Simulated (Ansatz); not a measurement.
Caution, from a PySCF single point (PBE0-D3(BJ)/def2-TZVPD) at this geometry: the highest occupied level lies above zero, so the state may not be bound. This singlet lies 1.16 eV below the relaxed triplet at the level B3LYP/aug-cc-pVTZ // PBE0-D3(BJ)/def2-TZVPD (Ansatz, an electronic-structure program).

Species: CH$_{2}$BN$_{2}$, SMILES `[C-]#[N+][B-]N` (lower singlet) (charge -1, multiplicity 1).

Q: Give a relaxed geometry from PBE0-D3(BJ)/def2-TZVPD run with Ansatz.

A: the end point of this relaxation (outside a Z-matrix the atoms follow the SMILES, hydrogens last).
Cartesian coordinates (Å) in one orientation:
```xyz
6

C      2.392     0.176    -0.595
N      1.353    -0.086    -0.118
B      0.116    -0.492     0.596
N     -0.997     0.007    -0.129
H     -0.929     0.550    -0.989
H     -1.936    -0.154     0.179
```
